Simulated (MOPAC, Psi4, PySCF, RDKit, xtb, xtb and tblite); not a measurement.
Two geometries of SMILES C(C)(c1ccc(cc1)C=O)C (C10H12O), relaxed at GFN2-xTB with one dihedral held; other torsions can differ between them too.

Structure A

```
23

C     -2.3871    -1.1639     0.6179
C     -1.7994    -0.1537    -0.3700
C     -2.4165     1.2314    -0.1633
C     -0.2977    -0.0917    -0.2452
C      0.5139    -0.4268    -1.3220
C      1.8914    -0.3623    -1.2247
C      2.4895     0.0362    -0.0343
C      3.9601     0.0425     0.1050
O      4.7282     0.6797    -0.5632
C      1.6845     0.3353     1.0618
C      0.3098     0.2963     0.9455
H     -3.4616    -1.2481     0.4723
H     -1.9398    -2.1444     0.4693
H     -2.2041    -0.8552     1.6440
H     -2.0436    -0.4877    -1.3844
H     -1.9904     1.9446    -0.8654
H     -2.2320     1.5914     0.8457
H     -3.4918     1.1899    -0.3213
H      0.0622    -0.7430    -2.2515
H      2.5130    -0.6147    -2.0709
H      4.3210    -0.5646     0.9638
H      2.1422     0.6278     1.9960
H     -0.2969     0.5586     1.7992
```

Structure B

```
23

C     -2.3906    -1.1659     0.6188
C     -1.7959    -0.1601    -0.3692
C     -2.4143     1.2258    -0.1728
C     -0.2947    -0.0985    -0.2341
C      0.5240    -0.4314    -1.3060
C      1.9016    -0.3836    -1.1966
C      2.4912     0.0058    -0.0003
C      3.9696     0.0915     0.1023
O      4.6165     1.0981     0.0300
C      1.6815     0.3607     1.0719
C      0.3060     0.2965     0.9558
H     -3.4649    -1.2478     0.4692
H     -1.9452    -2.1479     0.4750
H     -2.2108    -0.8545     1.6446
H     -2.0330    -0.4984    -1.3840
H     -1.9824     1.9362    -0.8742
H     -2.2374     1.5897     0.8361
H     -3.4884     1.1842    -0.3389
H      0.0788    -0.7313    -2.2441
H      2.5231    -0.6439    -2.0411
H      4.4654    -0.8981     0.2180
H      2.1346     0.6804     1.9988
H     -0.3036     0.5674     1.8046
```

Q: Which is lower in energy at the level PBE0-D3(BJ)/def2-SVP // GFN2-xTB run with Psi4, and by how much?

A: A is lower, by 2.61 kcal/mol (dihedral C6–C7–C8–O9: 60° in A, 100° in B).

E(B) − E(A) in kcal/mol at the other levels, on the same two geometries: GFN2-xTB (xtb and tblite) 1.58; MMFF94 // GFN2-xTB (RDKit) 2.28; PBE0/def2-SVP // GFN2-xTB (Psi4) 2.61; PBE/def2-SVP // GFN2-xTB (Psi4) 2.81; PBE-D3(BJ)/def2-SVP // GFN2-xTB (Psi4) 2.82; UFF // GFN2-xTB (RDKit) 2.36; AM1, restricted, heats of formation // GFN2-xTB (MOPAC) 0.78; PM3, restricted, heats of formation // GFN2-xTB (MOPAC) 0.33; GFN1-xTB // GFN2-xTB (xtb) 1.41; restricted B3LYP/6-31G*, spherical d, density fitting // GFN2-xTB (PySCF) 2.81.
